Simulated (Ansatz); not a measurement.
Compare A (`C=C1[SiH2]S1`) with its isomer B (`[SiH3]C1=CS1`).

Isolated molecules relaxed with PBE0-D4/def2-TZVP in Ansatz; ΔE leaves out vibrations. CCSD(T)/CBS adds triple-zeta CCSD(T) − MP2 to the extrapolated MP2 energy (def2 sets, frozen cores). Functionals use def2-TZVPP.

Question: Which is lower in electronic energy at CCSD(T)/CBS, and by how much? (An estimate is asked.)

Answer: The calculation gave: A, by 155.7 kJ/mol.

Question: Give E(B) − E(A) in kJ/mol with BLYP-D4, r2SCAN-D4, MP2/def2-TZVPP, B2PLYP, CCSD(T)/def2-TZVPP, PBE0-D4, LDA (SPW92). (Best estimate.)

Answer: The calculation gave: BLYP-D4 156.2, r2SCAN-D4 171.9, MP2/def2-TZVPP 155.1, B2PLYP 156.5, CCSD(T)/def2-TZVPP 154.9, PBE0-D4 169.7, LDA (SPW92) 178.1. None reverses the order clearly.

Question: Does the order hold for the free energy at 298.15 K (harmonic terms from PBE0-D4)? (An estimate is asked.)

Answer: Ansatz gave: Yes: G(B) − G(A) = +140.2 kJ/mol.

Largest T1 diagnostic: 0.014.

In def2-TZVPP, CCSD(T) changes the Hartree–Fock value by +5.2 kJ/mol (the triples alone add +0.2 kJ/mol) and MP2 by +5.4 kJ/mol. From BLYP to BHLYP (50 % exact exchange), in def2-TZVPP and without D4, E(B) − E(A) moves by +5.4 kJ/mol.
